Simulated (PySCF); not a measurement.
C6H7NOS.
InChI=1S/C6H7NOS/c1-9(8)6-4-2-3-5-7-6/h2-5H,1H3/t9-/m1/s1

Computed, not measured: PySCF 2.14.0, density-fitted response routines, TDDFT PBE0/def2-SVPD, vertical, gas phase, core orbitals frozen in the response. Isolated species at its GFN2-xTB geometry (one conformer only). Torsions of this conformer, `[CH3:1][S@@:2](=[O:3])[c:4]1[cH:5][cH:6][cH:7][cH:8][n:9]1`: C1–S2–C4–C5 -116°.

Computed states:

```tsv
state	E (eV)	f
S1	4.35	0.018
S2	4.81	0.024
S3	4.92	0.017
S4	5.33	0.012
S5	5.67	0.083
S6	5.85	0.0069
S7	6.00	0.0094
S8	6.24	0.010
```

Broadening: Gaussians 0.25 eV wide at half height, area fixed by f = 4.319×10⁻⁹ ∫ε dν̃. The width is an assumption, not a result. The curve ends short of the highest state used, and states not computed would add to its high-energy end.

(1) Give the broadened spectrum and its maxima.

(2) Coming from long wavelengths, where does ε first pass 100 L mol⁻¹ cm⁻¹?

(3) On this curve, what absorbance would a 10⁻⁵ mol/L sample give at 222 nm over a 1 cm path?

## Answers

(1) 
λ (nm), ε (L mol⁻¹ cm⁻¹) and a bar:
```
    220.0       8466 ##############################
    222.6       5618 ####################
    225.3       2785 ##########
    227.9       1558 ######
    230.5       1358 #####
    233.2       1302 #####
    235.8       1015 ####
    238.4        646 ##
    241.0        475 ##
    243.7        697 ##
    246.3       1337 #####
    248.9       2276 ########
    251.5       3227 ###########
    254.2       3845 ##############
    256.8       3842 ##############
    259.4       3266 ############
    262.1       2331 ########
    264.7       1442 #####
    267.3        797 ###
    269.9        474 ##
    272.6        459 ##
    275.2        697 ##
    277.8       1097 ####
    280.4       1531 #####
    283.1       1852 #######
    285.7       1921 #######
    288.3       1736 ######
    291.0       1362 #####
    293.6        950 ###
    296.2        590 ##
    298.8        328 #
    301.5        160 #
    304.1         72 
    306.7         30 
    309.3         11 
    312.0          4
```

Maxima: 285 nm (4.35 eV), ε about 1900, made up of S1 (100%); 255 nm (4.85 eV), ε about 3900, made up of S2 (61%) and S3 (39%) (ε in L mol⁻¹ cm⁻¹; maxima over ε = 5, shares over 10%). At its high-energy end, 5.64 eV, the curve is still rising (ε about 8600, from S5).

(2) At about 303 nm (4.09 eV), 0.26 eV below S1.

(3) 222 nm is 5.585 eV, where ε is about 6400 L mol⁻¹ cm⁻¹, so A = ε c l ≈ 0.064 (Beer–Lambert, with the gas-phase spectrum and the assumed width).
